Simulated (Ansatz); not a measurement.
Stepwise reaction of `[OH][Ta]([OH])([OH])=[S]` with ammonia, as a gas-phase model of exchange steps in deposition or etching. ΔE in kJ/mol; ΔG adds harmonic PBE0-D4 terms to CCSD(T)/CBS, at 1 bar.

Program: Ansatz. Geometries: PBE0-D4/def2-TZVP. ΔE: electronic, gas phase. CBS: MP2 limit from def2 TZ/QZ plus the TZ coupled-cluster correction, frozen cores. This one scheme is used for every species. DFT in def2-TZVPP. B3LYP here is the variant with VWN-RPA as its local correlation; programs differ in this. def2 core potentials past Kr. For Ta outer-core shells are correlated without core-valence functions, which leaves a few kJ/mol of doubt a bond. Each species was taken in one conformer, which may not be the lowest.

```json
{"step": "1", "reaction": "`[OH][Ta]([OH])([OH])=[S]` + NH₃ → `[NH2][Ta]([OH])([OH])=[S]` + H₂O", "PBE-D4": "50.2", "B3LYP-D4": "51.6", "ωB97M-V": "52.1", "CCSD(T)/CBS": "45.6", "ΔG(400 K)": "39.3"}
{"step": "2", "reaction": "`[NH2][Ta]([OH])([OH])=[S]` + NH₃ → `[NH2][Ta]([NH2])([OH])=[S]` + H₂O", "PBE-D4": "53.5", "B3LYP-D4": "55.2", "ωB97M-V": "55.9", "CCSD(T)/CBS": "49.3", "ΔG(400 K)": "44.7"}
```

(1) By hand: ΔE of the 2 steps together at CCSD(T)/CBS.

## Answers

(1) (45.6) + (49.3) = 94.9 kJ/mol, or 47.5 kJ/mol a step.

In ΔE the steps differ by no more than 3.7 kJ/mol. All are uphill at CCSD(T)/CBS. ΔG lies between 39.3 and 44.7 kJ/mol a step. PBE-D4 differs from CCSD(T)/CBS by 4.2 to 4.6 kJ/mol a step. Isolated molecules leave out the surface, adducts and barriers. Largest T1 diagnostic: 0.020.
